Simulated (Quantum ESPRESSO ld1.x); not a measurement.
Species: Ne2+. Configuration: [He] 2s2 2p4.

Calculated with ld1.x of Quantum ESPRESSO 7.5: scalar-relativistic Kohn-Sham, LDA (Slater exchange, VWN5 correlation), spin-polarised, spherical densities, point nucleus; open shells are filled with parallel spins first.

Energy parts (Ry):
part                     energy
total                 -252.0716
kinetic                251.7902
electron-nucleus      -585.0978
Hartree                102.3302
exchange-correlation   -21.0942

Orbitals (lengths in bohr, moments of r in powers of bohr; r(max) is where P^2 peaks; r(90%) holds 90 % of the orbital's charge):
[
 {"orbital": "1s up", "occ.": "1", "eigenvalue (Ry)": "-64.4629", "r(max)": "0.103", "r(90%)": "0.284", "<r^4>": "0.003012", "<r^2>": "0.03400"},
 {"orbital": "1s down", "occ.": "1", "eigenvalue (Ry)": "-64.2899", "r(max)": "0.103", "r(90%)": "0.283", "<r^4>": "0.002980", "<r^2>": "0.03384"},
 {"orbital": "2s up", "occ.": "1", "eigenvalue (Ry)": "-5.84606", "r(max)": "0.661", "r(90%)": "1.31", "<r^4>": "1.244", "<r^2>": "0.8190"},
 {"orbital": "2s down", "occ.": "1", "eigenvalue (Ry)": "-5.52021", "r(max)": "0.666", "r(90%)": "1.33", "<r^4>": "1.354", "<r^2>": "0.8498"},
 {"orbital": "2p up", "occ.": "3", "eigenvalue (Ry)": "-4.18167", "r(max)": "0.577", "r(90%)": "1.35", "<r^4>": "1.459", "<r^2>": "0.8108"},
 {"orbital": "2p down", "occ.": "1", "eigenvalue (Ry)": "-3.83628", "r(max)": "0.586", "r(90%)": "1.40", "<r^4>": "1.707", "<r^2>": "0.8694"}
]

The highest occupied level is 2p down at -52.195 eV. The density falls to 0.001 e/bohr^3 at r = 2.37 bohr. For comparison, the ionisation energy in NIST's Atomic Spectra Database is 63.423 eV (measured). In exact Kohn-Sham theory the highest level is minus the ionisation energy, but local and semilocal functionals leave it too shallow, through self-interaction and a potential that decays too fast; potentials with the right tail come closer.
